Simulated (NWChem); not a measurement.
# formate (CHO$_{2}$ anion); SMILES O=C[O-]

```xyz
4

O      1.1360     0.0000    -0.2103
C      0.0000     0.0000     0.3172
O     -1.1360     0.0000    -0.2103
H      0.0000     0.0000     1.4618
```
Atoms are numbered in this order, from 1.

Results from NWChem. Sets without diffuse functions describe the anion's extra electron poorly. Structure relaxed at the B3LYP/def2-SVPD level. The highest occupied level is positive in some or all of these runs, so the extra electron may be held by the finite basis. Total energies compare along this basis series because the functional is fixed.

```tsv
level	basis functions	energy (Ha)	highest occupied level (eV)	orbital gap (eV)
TPSS/pcseg-1	47	-189.1862	0.99	5.95
TPSS/aug-pcseg-1	78	-189.2120	0.17	3.05
TPSS/pcseg-2	104	-189.3056	0.43	5.23
TPSS/STO-3G	16	-186.4718	7.96	5.32
TPSS/def2-SVP	47	-189.0626	1.44	5.94
```
